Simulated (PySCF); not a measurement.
**Worked example: oscillator strength and radiative lifetime**

SiH2F2, SMILES F[SiH2]F.

Geometry: TPSSh-D3(BJ)/def2-TZVP.

TDDFT-CAM-B3LYP/def2-SVPD run with PySCF 2.14.0 puts the first singlet state with f over 0.02 at 8.84 eV (vertical), with the transition dipole (0.000, 0.448, 0.000) in atomic units.

Q: Find the oscillator strength, the wavelength and the radiative lifetime that this transition would have in vacuum if emission retraced absorption.

A: 
|μ|² = 0.2007 au, so |μ| = 1.14 D. ΔE = 8.84/27.211 = 0.3249 hartree. f = (2/3) ΔE |μ|² = 0.043 (the program prints 0.043).
λ = 1239.84/8.84 = 140 nm; ν = 71299 cm⁻¹.
Einstein's coefficient A = 0.6670 ν² f s⁻¹ (ν in cm⁻¹) = 1.5e8 s⁻¹, so τ = 1/A = 6.8 ns. This state is S2; the lower singlet has f = 0.000. The figure is the radiative limit of this one transition; relaxation, internal conversion, crossing to triplets and a medium change what is measured.
